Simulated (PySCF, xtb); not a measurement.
O₃Zr, SMILES [Zr]1([O][O]1)=[O], multiplicity 1.

GFN2-xTB (xtb) at its own geometry gives an orbital gap of 2.63 eV and a dipole moment of 9.90 D.

Coordinates come from a B3LYP-D3(BJ)/def2-TZVP optimisation. The multiplicity is an assumed one; other spin states were not compared. The def2 effective core potentials stand for the cores of Zr; spin–orbit coupling is left out.

### Question
What does PySCF with CAM-B3LYP/def2-TZVPD give? (The exact figures need the calculation; the answer reports its results.)

### Answer
gap 5.89 eV (levels -8.32 and -2.43 eV), dipole 7.85 D.
